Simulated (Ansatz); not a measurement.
`O=S(=O)(O)c1ccc[se]1`, charge 0, multiplicity 1.

Question: Give a relaxed structure at PBE0-D4/def2-TZVP (Ansatz 0.2.0). (Best estimate.)

Answer: Ansatz gave: 
Z-matrix (Å, degrees):
```
S
O 1 1.421
O 1 1.593 2 104.8
O 1 1.428 2 122.7 3 122.6
C 1 1.733 2 108.7 3 -110.1
H 3 0.967 1 108.6 2 158.3
Se 5 1.855 1 122.2 2 32.3
C 5 1.362 1 125.4 2 -147.2
C 7 1.846 5 86.5 1 179.8
C 8 1.416 5 114.1 1 -180.0
H 8 1.083 5 121.8 1 1.1
H 9 1.080 7 120.4 5 179.7
H 10 1.083 8 122.8 5 -179.5
```
This is one stationary point; other conformers may exist.
